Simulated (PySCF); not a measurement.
A database entry of computed molecular properties.

```json
{
 "formula": "C6H9F2",
 "smiles": "C=C([C+](C)C)C(F)F",
 "charge": 1,
 "multiplicity": 1,
 "geometry_level": "GFN2-xTB",
 "atoms_angstrom": [
  ["C", 1.264, -0.969, 1.231],
  ["C", 0.749, -0.337, 0.16],
  ["C", -0.623, 0.098, 0.09],
  ["C", -1.65, -0.536, 0.901],
  ["C", -1.001, 1.168, -0.803],
  ["C", 1.683, 0.035, -0.992],
  ["F", 1.962, 1.356, -0.944],
  ["F", 1.084, -0.191, -2.179],
  ["H", 2.309, -1.234, 1.275],
  ["H", 0.685, -1.184, 2.114],
  ["H", -1.89, 0.134, 1.737],
  ["H", -1.375, -1.506, 1.303],
  ["H", -2.588, -0.607, 0.344],
  ["H", -2.01, 1.535, -0.625],
  ["H", -0.276, 1.988, -0.819],
  ["H", -0.957, 0.787, -1.837],
  ["H", 2.628, -0.525, -0.966]
 ],
 "electronic_structure_code": "PySCF",
 "results": {
  "GFN2-xTB geometry": {
   "point_group": "C1",
   "rotational_constants_GHz": [2.841, 1.652, 1.308]
  },
  "PBE0/def2-SVPD ground state and vertical TDDFT (core frozen in the response)": {
   "homo_eV": -14.23,
   "lumo_eV": -8.93,
   "S1_eV": 4.05,
   "strongest_line_of_8_singlets_eV": 4.79,
   "T1_tda_eV": 2.83,
   "polarisability_au": 71.2,
   "r2_bohr2_about_centre_of_nuclear_charge": 960.7,
   "singlets_eV_and_f": [
    [4.05, 0.004],
    [4.79, 0.218],
    [5.5, 0.004],
    [5.76, 0.011],
    [5.87, 0.004],
    [6.02, 0.017],
    [6.27, 0.075],
    [6.81, 0.027]
   ],
   "triplets_tda_eV": [2.83, 3.88, 5.1]
  }
 }
}
```

S1 lies 1.25 eV below the HOMO–LUMO gap; its leading configuration is HOMO−1→LUMO, weight 0.69. With B = h/(8π²I), that is 505.379 GHz u Å² over I, the principal moments of inertia are 177.9, 305.8 and 386.3 u Å² (most abundant isotopes). The polarisability is 10.56 Å³ as a volume (1 au = 0.148185 Å³), or 1.15 au for each of the 62 electrons. The principal polarisabilities are 50.2, 74.3 and 89.2 au; their mean is the isotropic value. The rotational constants make it an asymmetric top with κ = (2B − A − C)/(A − C) = -0.55, nearer the prolate limit (−1).

The structure is a single GFN2-xTB conformer in the gas phase; no vibrational or solvent corrections.

Shape of the structure used: `[CH2:1]=[C:2]([C+:3]([CH3:4])[CH3:5])[CH:6]([F:7])[F:8]`: C1–C2–C3–C4 -24°, C1–C2–C6–F7 -103°.
